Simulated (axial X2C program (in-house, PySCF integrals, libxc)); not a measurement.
## Spin–orbit effects down a group: molecules with Ge (ions), PBE0

All values come from calculations with an axial X2C code built on PySCF integrals, spin-free (one-electron X2C) or two-component (2c: spin–orbit coupling with atomic mean-field Coulomb and Gaunt terms, which also bring small scalar terms), in Dyall basis sets with cores contracted in-house; open shells are unrestricted.

Basis sets: Ge dyall-acv3z, H dyall-av3z, Li dyall-av3z, Na dyall-av3z.

```
molecule  spin-free state  Re (Å)  ωe (cm⁻¹)  De (eV)  2c state  Re 2c (Å)  ωe 2c (cm⁻¹)  De 2c (eV)
    GeH⁻   M_S = 1, Λ = 0   1.624     1706.8     2.75     Ω = 1      1.624        1705.4        2.74
   LiGe⁻   M_S = 1, Λ = 0   2.598      298.6     1.24     Ω = 1      2.598         298.5        1.24
   NaGe⁻   M_S = 1, Λ = 0   2.923      157.8     1.00     Ω = 1      2.924         157.7        1.00
```

Question: Work out the shifts from the spin-free to the two-component result.

Answer: 

```tsv
molecule	2c state	ΔRe (Å)	Δωe (cm⁻¹)	ΔDe (eV)
GeH⁻	Ω = 1	0.000	-1.4	-0.01
LiGe⁻	Ω = 1	0.000	-0.1	0.00
NaGe⁻	Ω = 1	0.001	-0.1	0.00
```

Shifts of one unit in the last digit are rounding.

Fragments in 2c: Ge- + H, Ge- + Li, Ge- + Na. Each entry is the lowest single determinant of a limited PBE0 search at one distance. De goes to single-determinant-based atoms at the same level (for ions the charge split of lowest energy) and is withheld (n/a) where an atom does not fit its ground term or J level. Main or longest-lived isotopes. One determinant is a doubtful description, or other states lie close, for GeH⁻, LiGe⁻, NaGe⁻; these need not be ground states, and all values refer to the states named. Some open-shell Ω = 0 determinants are out of reach, so the Ω given for GeH⁻, LiGe⁻, NaGe⁻ need not be the lowest component. With several unpaired electrons the Ω given is that of one determinant, not necessarily of the lowest component. The functionals have no current term, which raises determinants with orbital currents.
